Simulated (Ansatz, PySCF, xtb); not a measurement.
Reaction (SMILES): Cn1cccc1F [2-fluoro-1-methylpyrrole] + 9 [H][H] (H2) -> 5 C (CH4) + F (HF) + N (NH3)
Each molecule is optimised on its own at B3LYP-D3(BJ)/def2-TZVP (Ansatz, a program for electronic structure). Frequencies are from Ansatz or PySCF.

Wanted: energy of full hydrogenation (enthalpy at 298 K, with B3LYP-D3(BJ) rigid-rotor harmonic-oscillator terms), in kJ/mol. Valence correlation only, unless marked. Spin-orbit coupling is left out. Non-relativistic. CBS marks a two-point X^-3 extrapolation of the correlation energy; Hartree-Fock from the larger set.

```tsv
level	program	energy of full hydrogenation (kJ/mol)
GFN1-xTB	xtb	-927.3
PBE/def2-TZVPD	Ansatz	-590.0
BLYP-D4/def2-TZVPD	Ansatz + dftd4	-538.4
revPBE-D3(BJ)/def2-TZVPD	Ansatz + dftd3	-550.4
```

Question: Estimate the value at CCSD(T)/CBS(cc-pVTZ,cc-pVQZ) as computed with Ansatz.

Answer: -620.5 kJ/mol
